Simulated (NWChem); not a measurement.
All runs are NWChem calculations. System: sulfur difluoride (F$_{2}$S), charge 0, spin multiplicity 1, at a geometry optimised with PBE0/def2-SVP. Level: TD-PBE/def2-SVPD.

Job file:

```
start mol
memory heap 200 mb stack 900 mb global 1100 mb
geometry units angstroms nocenter noautoz
  F      1.227542     0.000000    -0.491554
  S      0.000000     0.000000     0.552998
  F     -1.227542     0.000000    -0.491554
  symmetry group C2v
end
basis spherical
  * library def2-svpd
end
dft
  xc xpbe96 cpbe96
  semidirect memsize 60000000 filesize 0
  iterations 100
end
tddft
  rpa
  nroots 8
  notriplet
  thresh 1e-4
end
task tddft energy
```

Part of the output:

```
             Northwest Computational Chemistry Package (NWChem) 7.3.0
             --------------------------------------------------------

                                NWChem Input Module
                                -------------------

 Scaling coordinates for geometry "geometry" by  1.889725989
 (inverse scale =  0.529177249)

 Turning off AUTOSYM since
 SYMMETRY directive was detected!

                             Geometry "geometry" -> ""
                             -------------------------

 Output coordinates in angstroms (scale by  1.889725989 to convert to a.u.)

  No.       Tag          Charge          X              Y              Z
 ---- ---------------- ---------- -------------- -------------- --------------
    1 F                    9.0000     1.22754200     0.00000000    -0.49155400
    2 S                   16.0000     0.00000000     0.00000000     0.55299800
    3 F                    9.0000    -1.22754200     0.00000000    -0.49155400

 Effective nuclear repulsion energy (a.u.)     112.0126917350

            Nuclear Dipole moment (a.u.)
            ----------------------------
        X                 Y               Z
 ---------------- ---------------- ----------------
     0.0000000000     0.0000000000    -0.0000075589

      Symmetry information
      --------------------

 Group name             C2v
 Group number             16
 Group order               4
 No. of unique centers     2

      Symmetry unique atoms

     1    2


 Summary of "ao basis" -> "" (spherical)
 ------------------------------------------------------------------------------
       Tag                 Description            Shells   Functions and Types
 ---------------- ------------------------------  ------  ---------------------
 *                         def2-svpd                  on all atoms

  pbe96 is a nonlocal functional; adding pw91lda local functional.

                                 NWChem DFT Module
                                 -----------------

 Summary of "ao basis" -> "ao basis" (spherical)
 ------------------------------------------------------------------------------
[...]
            d_exc =   3.5053 Angstrom
            d_CD1 =   2.2673 Angstrom
            d_CD2 =  -1.8862 Angstrom
            d_CD3 =   3.8951 Angstrom
     Pearson C.C. =  -0.0014

     Occ.   17  b2  ---  Virt.   21  b2  -0.99582 X
  ----------------------------------------------------------------------------
  Root   6 singlet b2             0.276291595 a.u.                7.5183 eV
  ----------------------------------------------------------------------------
     Transition Moments    X -0.00000   Y -0.28408   Z -0.00000
     Transition Moments   XX  0.00000  XY  0.00000  XZ  0.00000
     Transition Moments   YY -0.00000  YZ -0.91812  ZZ -0.00000
     Dipole Oscillator Strength                    0.0148644612
     Electric Quadrupole                           0.0000000947
     Magnetic Dipole                               0.0000000455
     Total Oscillator Strength                     0.0148646014

          sigma_e =   3.2585 Angstrom
          sigma_h =   1.3289 Angstrom
         |d_h->e| =   0.1546 Angstrom
            d_exc =   3.5215 Angstrom
            d_CD1 =   2.0842 Angstrom
            d_CD2 =  -2.1390 Angstrom
            d_CD3 =   3.6761 Angstrom
     Pearson C.C. =   0.0008

     Occ.   17  b2  ---  Virt.   19  a1  -0.06529 X
     Occ.   17  b2  ---  Virt.   23  a1   0.99572 X
  ----------------------------------------------------------------------------
  Root   7 singlet a1             0.294424085 a.u.                8.0117 eV
  ----------------------------------------------------------------------------
     Transition Moments    X -0.00000   Y -0.00000   Z -0.13306
     Transition Moments   XX -0.47241  XY  0.00000  XZ -0.00000
     Transition Moments   YY -0.02109  YZ  0.00000  ZZ  0.27462
     Dipole Oscillator Strength                    0.0034753967
     Electric Quadrupole                           0.0000000192
     Magnetic Dipole                               0.0000000000
     Total Oscillator Strength                     0.0034754160

          sigma_e =   1.5180 Angstrom
          sigma_h =   1.4341 Angstrom
         |d_h->e| =   1.0524 Angstrom
            d_exc =   2.3591 Angstrom
            d_CD1 =   1.1363 Angstrom
            d_CD2 =  -0.4237 Angstrom
            d_CD3 =   3.4115 Angstrom
     Pearson C.C. =  -0.0223

     Occ.   11  b1  ---  Virt.   18  b1   0.05915 X
     Occ.   15  b1  ---  Virt.   18  b1  -0.98444 X
     Occ.   16  a1  ---  Virt.   19  a1  -0.15144 X
  ----------------------------------------------------------------------------
  Root   8 singlet b2             0.296991111 a.u.                8.0815 eV
  ----------------------------------------------------------------------------
     Transition Moments    X -0.00000   Y -0.12309   Z -0.00000
     Transition Moments   XX -0.00000  XY  0.00000  XZ  0.00000
     Transition Moments   YY  0.00000  YZ  0.03274  ZZ -0.00000
     Dipole Oscillator Strength                    0.0029996724
     Electric Quadrupole                           0.0000000001
     Magnetic Dipole                               0.0000000650
     Total Oscillator Strength                     0.0029997376

          sigma_e =   1.5190 Angstrom
          sigma_h =   1.4010 Angstrom
         |d_h->e| =   1.0916 Angstrom
            d_exc =   2.3591 Angstrom
            d_CD1 =   1.2096 Angstrom
            d_CD2 =  -0.3685 Angstrom
            d_CD3 =   3.4507 Angstrom
     Pearson C.C. =  -0.0243

     Occ.   13  b2  ---  Virt.   19  a1  -0.05814 X
     Occ.   14  a2  ---  Virt.   18  b1  -0.99712 X

              Target root =      1
          Target symmetry = none
      Ground state energy =   -597.206115863936
        Excitation energy =      0.119454049875
     Excited state energy =   -597.086661814061

  stored tddft:energy   -597.08666181406124

 Task  times  cpu:       28.7s     wall:       28.7s

 Total times  cpu:       28.7s     wall:       28.7s
```
